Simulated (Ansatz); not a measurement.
Gas-phase electronic energies from Ansatz, PBE0-D4/def2-TZVP geometries. CCSD(T)/CBS adds triple-zeta CCSD(T) − MP2 to the extrapolated MP2 energy (def2 sets, frozen cores). This one scheme is used for every species. DFT in def2-TZVPP. B3LYP here is the variant with VWN-RPA as its local correlation; programs differ in this. For Ge outer-core shells are correlated without core-valence functions, which leaves a few kJ/mol of doubt a bond. Scalar relativity is left out up to krypton. One conformer a species, not always the lowest.

Reaction (cleavage of the Si–Ge bond): `B[CH2][GeH2][SiH3]` + `O[Si]S` → `[SiH3]O[Si]S` + `B[CH2][GeH3]`

`B[CH2][GeH2][SiH3]`:

Cartesian coordinates in Å:
```
B -0.683 1.360 -0.684
C 0.828 1.452 -0.584
Ge 1.012 -0.499 -0.089
Si -0.911 -1.472 0.948
H -1.369 1.567 0.278
H -1.207 0.973 -1.691
H 1.415 1.555 -1.496
H 1.263 2.004 0.248
H 2.182 -0.578 0.907
H 1.372 -1.277 -1.365
H -1.205 -0.776 2.227
H -0.597 -2.897 1.239
H -2.101 -1.413 0.063
```

`O[Si]S`:

Z-matrix (Å, degrees):
```
O
Si 1 1.646
H 1 0.960 2 123.1
S 2 2.176 1 104.3 3 -0.0
H 4 1.346 2 99.8 1 -0.0
```

`[SiH3]O[Si]S`:

Z-matrix (Å, degrees):
```
Si
O 1 1.648
H 1 1.483 2 108.6
H 1 1.486 2 110.3 3 120.3
H 1 1.483 2 108.6 3 -119.5
Si 2 1.649 1 141.5 3 -119.9
S 6 2.159 2 100.2 1 179.8
H 7 1.345 6 95.5 2 0.0
```

`B[CH2][GeH3]`:

Cartesian coordinates in Å:
```
B -0.580 -0.790 1.165
C -0.887 -0.081 -0.151
Ge 0.908 0.586 -0.706
H -0.235 -1.938 1.172
H -0.593 -0.187 2.200
H -1.497 0.822 -0.090
H -1.200 -0.711 -0.986
H 1.863 -0.588 -0.968
H 1.509 1.504 0.369
H 0.711 1.384 -2.005
```

Task: Is it downhill or uphill in electronic energy at CCSD(T)/CBS, and by how much? (Estimate.)

Result: The calculation gave: Downhill: ΔE = -0.86 eV.

Task: What do these levels give: B3LYP-D4, B3LYP, HF/def2-TZVPP, CCSD/def2-TZVPP, HF/CBS(def2), CCSD/CBS(def2)? (An estimate is asked.)

Result: Computed: B3LYP-D4 -0.88, B3LYP -0.92, HF/def2-TZVPP -1.26, CCSD/def2-TZVPP -0.92, HF/CBS(def2) -1.29, CCSD/CBS(def2) -0.91 eV.

Largest T1 diagnostic among the species: 0.015.

The D4 term adds +0.04 eV with B3LYP and +0.02 eV with PBE0; it sums over pairs of atoms, weighted by their polarisabilities, and B3LYP, whose exchange is more repulsive, gets the larger term. From PBE to PBE0 (25 % exact exchange), in def2-TZVPP and without D4, ΔE moves by −0.09 eV.
